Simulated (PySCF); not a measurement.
Spectroscopy problems

One conformer, equivalent nuclei averaged, gas phase, non-relativistic. GFN2-xTB geometry; GIAO PBE0/pcSseg-1 shieldings; PySCF 2.14.0 with density-fitted response routines.

References, each an isolated molecule treated in the same way: 1H, 13C vs TMS. Where no couplings were computed, multiplicities follow the n + 1 count of equivalent neighbours, and m marks all less simple cases (inequivalent or close neighbours, rings, F or P nearby). Shifts are as computed. Against solution values, carbons near 30 ppm lie about +3 ppm off and those near 130 ppm about +5 ppm. Of 1211 compounds with measured shifts, 218 miss one by over three times the rms of a fit or turn the order of signals round; such compounds aren't used in these exercises.

Question: C5H10OSi3. 1H NMR (500 MHz, computed): δ 7.87 (m, 1H), 6.96 (m, 1H), 6.67 (m, 1H), 5.42 (m, 1H), 4.86 (m, 2H), 4.77 (m, 2H), 0.76 (m, 1H), 0.69 (m, 1H). 13C{1H} NMR (computed): δ 155.7, 154.1, 128.9, 117.3, -10.0. Identify the compound.

Answer: SMILES c1ccc([SiH]2[SiH2]C[SiH2]2)o1. Rings plus π bonds: 4 (2 rings in the answer). 5 carbon signals for 5 carbons: no two carbons are equivalent. Carbon types of the structure: 1 × C, 3 × CH, 1 × CH2, leaving 5 H on heteroatoms. δC 155.7: substituted aromatic carbon next to the ring oxygen. δC 154.1: aromatic CH next to the ring oxygen. δC 128.9, 117.3: aromatic CH. δC -10.0: sp3 CH2 bonded to 2 Si; an electropositive neighbour leaves it electron-rich and shielded.

The shifts were computed for this structure.

Question: C6H14O3Si. 1H NMR (500 MHz, computed): δ 5.42 (m, 1H), 5.00 (s, 3H), 4.50 (q, 1H), 1.40 (d, 3H), 1.34 (d, 3H), 1.29 (d, 3H). 13C{1H} NMR (computed): δ 184.5, 71.0, 70.6, 23.8, 23.8, 23.6. Give a structure.

Answer: `CC(C)OC(=O)[C@@H](C)O[SiH3]`. Rings plus π bonds: 1 (no ring in the answer). 6 carbon signals for 6 carbons: no two carbons are equivalent. Carbon types of the structure: 1 × C, 2 × CH, 3 × CH3, leaving 3 H on heteroatoms. δC 184.5: ester carbonyl carbon; lone-pair donation from the attached heteroatom keeps it upfield of a ketone carbonyl. δC 71.0: sp3 CH bonded to O, α to a carbonyl; deshielded by the electronegative neighbour. δC 70.6: sp3 CH bonded to O; pulled downfield by the heteroatom. δH 4.50: hydrogen on an sp3 CH bonded to O, α to a carbonyl; its carbon carries O, an electronegative neighbour.

The shifts were computed for this structure.
